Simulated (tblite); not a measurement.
C5H9O2 (doublet state).
Atom-mapped SMILES: `[CH2:1]=[CH:2][CH2:3][CH2:4][C@H:5]([O:6])[OH:7]` (hydrogens: H8, H9 on C1; H10 on C2; H11, H12 on C3; H13, H14 on C4; H15 on C5; H16 on O7)
Bond orders are those of one Lewis drawing.

Computed with GFN2-xTB (tblite), gas phase: L-BFGS steps from a force-field or distance-geometry start until the largest atomic force falls under 0.01 eV/Å.

Step 1: E = -633.8682 eV
```
atom  x, y, z in Å  |  force x, y, z in eV/Å
C1     -2.6623    0.5688    0.0801    0.003  -0.226   0.176
C2     -1.7441   -0.0623    0.8060   -0.323   0.304  -0.327
C3     -0.3147    0.3002    0.5605   -0.103  -0.252   0.074
C4      0.5211   -0.8896    0.0997   -0.324  -0.007   0.171
C5      1.9596   -0.3032   -0.1144    1.044  -0.023  -0.070
O6      2.8091   -1.1911   -0.5232   -0.561   0.412  -0.037
O7      2.2888    0.3220    1.1125   -0.115  -0.133   0.248
H8     -3.7166    0.3816    0.2042    0.023   0.090  -0.047
H9     -2.3627    1.3090   -0.6589   -0.282  -0.248   0.203
H10    -2.0280   -0.8029    1.5570    0.327   0.285  -0.300
H11     0.1809    0.6845    1.4630   -0.358   0.085  -0.193
H12    -0.3108    1.0457   -0.2493    0.130  -0.005   0.421
H13     0.1547   -1.3349   -0.8218    0.055  -0.007  -0.027
H14     0.6116   -1.6486    0.8788    0.014   0.021  -0.085
H15     1.7820    0.5254   -0.8665    0.113  -0.382  -0.061
H16     2.8237    1.1044    0.9959    0.356   0.085  -0.144
```

Step 2: E = -633.9045 eV
```
atom  x, y, z in Å  |  force x, y, z in eV/Å
C1     -2.6626    0.5650    0.0829   -0.419   0.113  -0.189
C2     -1.7505   -0.0573    0.8005    0.214  -0.049   0.056
C3     -0.3168    0.2964    0.5622   -0.101  -0.179  -0.045
C4      0.5145   -0.8918    0.1038   -0.176   0.160  -0.030
C5      1.9823   -0.3052   -0.1172   -0.091   0.573   0.316
O6      2.7963   -1.1812   -0.5231    0.338  -0.479  -0.352
O7      2.2877    0.3212    1.1175    0.111   0.103   0.147
H8     -3.7158    0.3833    0.2033   -0.065   0.047  -0.014
H9     -2.3682    1.3039   -0.6547   -0.236  -0.161   0.112
H10    -2.0215   -0.7970    1.5507    0.241   0.177  -0.194
H11     0.1739    0.6860    1.4589   -0.300   0.092  -0.040
H12    -0.3083    1.0454   -0.2410    0.124   0.027   0.317
H13     0.1559   -1.3349   -0.8222    0.058   0.001  -0.016
H14     0.6118   -1.6474    0.8764    0.037  -0.098   0.051
H15     1.7843    0.5179   -0.8676    0.050  -0.231  -0.073
H16     2.8294    1.1045    0.9933    0.215  -0.097  -0.046
```

Step 3: E = -633.9242 eV
```
atom  x, y, z in Å  |  force x, y, z in eV/Å
C1     -2.6689    0.5654    0.0811   -0.040  -0.103   0.071
C2     -1.7497   -0.0565    0.7996   -0.072   0.148  -0.203
C3     -0.3190    0.2927    0.5621   -0.070  -0.038  -0.031
C4      0.5096   -0.8907    0.1049    0.061   0.085  -0.030
C5      1.9894   -0.2980   -0.1139   -0.150   0.207   0.203
O6      2.7963   -1.1842   -0.5280    0.181  -0.268  -0.180
O7      2.2893    0.3229    1.1213    0.143   0.079   0.061
H8     -3.7165    0.3846    0.2028   -0.233   0.006   0.018
H9     -2.3736    1.2998   -0.6516   -0.189  -0.022  -0.031
H10    -2.0157   -0.7922    1.5456    0.166   0.029  -0.046
H11     0.1671    0.6878    1.4569   -0.254   0.073   0.036
H12    -0.3056    1.0457   -0.2335    0.102   0.070   0.213
H13     0.1571   -1.3348   -0.8226    0.057   0.011  -0.023
H14     0.6123   -1.6482    0.8761    0.027  -0.077   0.036
H15     1.7859    0.5119   -0.8691    0.049  -0.125  -0.083
H16     2.8343    1.1027    0.9918    0.221  -0.075  -0.010
```

**Question.** Estimate the geometry and energy of step 4. (The exact step hangs on the optimiser's Hessian estimate; all steps are aligned on step 3, rigid shifts and turns removed.)

**Answer.** E = -633.9388 eV, largest force 0.339 eV/Å
```
atom  x, y, z in Å  |  force x, y, z in eV/Å
C1     -2.6740    0.5622    0.0822   -0.282   0.073  -0.114
C2     -1.7526   -0.0513    0.7928    0.090  -0.117   0.043
C3     -0.3228    0.2889    0.5618   -0.007   0.092  -0.010
C4      0.5064   -0.8891    0.1061    0.265   0.003   0.002
C5      1.9964   -0.2891   -0.1078   -0.095  -0.325  -0.006
O6      2.7972   -1.1900   -0.5354   -0.094   0.112   0.093
O7      2.2941    0.3264    1.1266    0.111  -0.032  -0.061
H8     -3.7226    0.3861    0.2027   -0.223  -0.025   0.047
H9     -2.3832    1.2953   -0.6493   -0.155   0.062  -0.120
H10    -2.0061   -0.7869    1.5395    0.093  -0.047   0.025
H11     0.1545    0.6911    1.4554   -0.197   0.036   0.137
H12    -0.3007    1.0476   -0.2212    0.081   0.157   0.030
H13     0.1597   -1.3344   -0.8235    0.069   0.031  -0.012
H14     0.6134   -1.6501    0.8759    0.012  -0.029  -0.001
H15     1.7888    0.5031   -0.8724    0.055  -0.004  -0.070
H16     2.8440    1.0991    0.9901    0.276   0.013   0.016
```

The energy changes by -0.0146 eV. The first-order estimate −F·Δx gives -0.0259 eV and the mean of the old and new forces, exact on a quadratic surface, -0.0146 eV. The step makes an angle of 35° with the force vector and moves no atom by more than 0.013 Å.

What follows is the cost of the whole relaxation. Hardware: an Arm Neoverse V2 with one thread, no GPU, shared host with 192 logical CPUs at a one-minute load of 28. Cost: 0.46 s wall.
